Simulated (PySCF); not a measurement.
# Pb: ionisation energy

Pb [Xe] 4f14 5d10 6s2 6p2 (3P) → Pb⁺ [Xe] 4f14 5d10 6s2 6p1 (2P), as a difference of total energies. All numbers are calculated (PySCF 2.14, scalar relativity through the core potential, in cc-pVDZ-PP with ECP60MDF (4s3p2d, 23 functions)). Correlated levels: valence: 5s2 5p6 5d10 frozen. The calculations carry no spin-orbit coupling.

```json
{"method": "UHF", "ionisation energy (eV)": "6.576"}
{"method": "MN15", "ionisation energy (eV)": "7.048"}
{"method": "r2SCAN", "ionisation energy (eV)": "7.101"}
{"method": "MP2 (valence)", "ionisation energy (eV)": "6.764"}
{"method": "SCS-MP2 (valence)", "ionisation energy (eV)": "6.714"}
{"method": "CCSD (valence)", "ionisation energy (eV)": "6.791"}
{"method": "CCSD(T) (valence)", "ionisation energy (eV)": "6.795"}
```

How much does correlation contribute at CCSD(T) (valence)?

6.795 − (6.576) = 0.219 eV, measured against UHF.

Spin-orbit coupling is strong in these open shells (close to jj coupling). The scalar numbers leave it out and a first-order estimate fails, so it can dominate the gap to the real levels.

Errors of the correlated levels include the incompleteness of this basis and the frozen core.

For comparison: 7.417 eV (measured; NIST Atomic Spectra Database, ionization energies).
